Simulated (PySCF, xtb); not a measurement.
TaOCl₂, SMILES [O]=[Ta]([Cl])[Cl] (connectivity only; charge and spin as stated), neutral, multiplicity 2.

Harmonic wavenumbers (cm⁻¹) from GFN2-xTB run with xtb at its own minimum, in rising order: 71, 84, 112, 314, 346, 806.

### Question
What does PBE0-D3(BJ)/def2-SVP (PySCF 2.14.0) give at its own minimum? (An estimate is asked for; the answer gives what the named calculation found.)

### Answer
47, 98, 209, 385, 419, 1028. Paired by order, the mean absolute difference is 84 cm⁻¹ and the zero-point energies are 2.5 and 3.1 kcal/mol.
